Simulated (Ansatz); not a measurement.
Job for Ansatz (a program for electronic structure): SC-NEVPT2 on SA-CASSCF(2,3)/def2-SVP on ClGa (SMILES [Cl][Ga]), 2S+1 = 3, a spin state set in the input, which need not be the lowest.

Ansatz 0.2 input:
```yaml
crystal:
  periodic: [false, false, false]
  atoms:
    - {symbol: Cl, position_ang: [-0.00000000, -0.00000000, -1.41868620]}
    - {symbol: Ga, position_ang: [0.00000000, 0.00000000, 0.77798920]}
basis:
  gaussian:
    orbitals: def2-SVP
magnetization: {spin_polarized: false, initial_magnetization: 2}
correlation: {method: sc_nevpt2, electrons: outside_noble_gas, active_space: {window: {electrons: 2, orbitals: 3}, states: [{multiplicity: 1, weights: [1]}, {multiplicity: 3, weights: [1]}]}}
output: {orbitals: {seedname: ./end}}
```

It printed:

```
WARN ansatz: RAYON_NUM_THREADS=2 ignored (pool sized by the plan → 2); use --threads N
Functional definition: HF
integrals: 0.01 GiB planned
758 factors; integrals over basis functions are off by at most 2.5e-7 eV
mean field: 0.22 GiB planned
mean field evaluation 1: about -64825.4171 eV, gradient 9.9e0 eV
mean field evaluation 2: about -64825.4306 eV, gradient 9.9e0 eV
mean field evaluation 4: about -64826.3070 eV, gradient 1.9e0 eV
mean field evaluation 8: about -64826.3844 eV, gradient 2.6e-1 eV
mean field evaluation 16: about -64825.8826 eV, gradient 5.5e0 eV
mean field evaluation 32: about -64823.5630 eV, gradient 1.0e-6 eV
mean field -64826.38482816 eV, -2382.3257015330 hartree, gradient 2.5e-6 eV, S^2 2.000000; 5 other end points of the search recorded, 0 dependent functions left out
reference -64826.38482816 eV, -2382.3257015330 hartree; 25, 23 occupied and 25, 27 virtual orbitals, 758 factors
configuration interaction: 0.10 GiB planned
configuration interaction: 0.00 GiB planned
state -64829.66001743 eV, -2382.4460625186 hartree
state -64829.66001743 eV, -2382.4460625186 hartree; corrected -64833.99564690 eV, -2382.6053939630 hartree
configuration interaction: 0.00 GiB planned
state -64826.31576548 eV, -2382.3231635263 hartree
state -64826.31576548 eV, -2382.3231635263 hartree; corrected -64830.58751823 eV, -2382.4801475445 hartree
Total energy: -64832.29158257 eV, -2382.5427707538 hartree
```

The calculation finished and met its thresholds. The last total energy is the mean of the averaged states.

Cost: about 9 core-seconds (a rough figure).
